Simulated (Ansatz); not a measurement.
Cost and result up the ladder for the cluster SnGe6 (the lowest singlet isomer of a short search) (7 atoms). The state is a singlet with charge 0. Geometry: PBE-D4/def2-SVP.

```xyz
7

Sn    1.9243    0.8897   -1.3017
Ge    1.8227   -0.1317    1.3881
Ge    0.2578   -1.2890   -0.4684
Ge   -0.8381    0.5870   -2.0542
Ge   -0.2833    1.2771    0.4857
Ge   -0.6348   -0.8846    2.0192
Ge   -2.2487   -0.4486   -0.0686
```

Ansatz on 4 threads of Arm Neoverse V1 on a shared host. Times are rough, and most runs start from the orbitals of an earlier one. PBE0-D4/def2-TZVP serves as the yardstick here, not as an exact answer. Differences are given only for rows in sets of like size (and for xTB, whose basis is part of the method), since another set adds its own error. Binding counts from free atoms at the same level (Sn triplet, Ge triplet; other spins of the atoms weren't run), without zero-point energy or a counterpoise term.

In the def2 sets Sn takes a core potential, while STO-3G treats all electrons; there is no spin–orbit coupling. LC-ωPBE has ω = 0.4 bohr⁻¹. Correlated methods freeze 58 core orbitals; core or outer-core shells of Sn, Ge are correlated, in sets that lack core-valence functions. The rows differ in basis, and correlated rows in double-zeta sets carry the largest basis error. The structure comes from a short search, and lower isomers may exist.

Correlated methods converge slowly with the basis, most of all in double-zeta sets.

```
                          level  functions  wall time  binding energy per atom (eV)  difference from PBE0-D4/def2-TZVP (eV)
                      HF/STO-3G        135      4.9 s                          3.15                                       –
                PBE-D4/def2-SVP        218        6 s                          3.29                                       –
               PBE-D4/def2-TZVP        338       11 s                          3.31                                    0.15
               PBE0-D4/def2-SVP        218       16 s                          3.12                                       –
                   MP2/def2-SVP        218       17 s                          3.06                                       –
               RPA@PBE/def2-SVP        218       17 s                          2.50                                       –
              PBE-D4/def2-TZVPD        380       20 s                          3.32                                    0.15
            r2SCAN-D4/def2-TZVP        338       27 s                          3.19                                    0.03
LC-ωPBE/def2-TZVP (with forces)        338       28 s                          2.79                                   -0.37
             LC-ωPBE/def2-TZVPD        380       31 s                          2.80                                   -0.36
              PBE0-D4/def2-TZVP        338       46 s                          3.16                                    0.00
           r2SCANh-D4/def2-TZVP        338       53 s                          3.15                                   -0.02
```
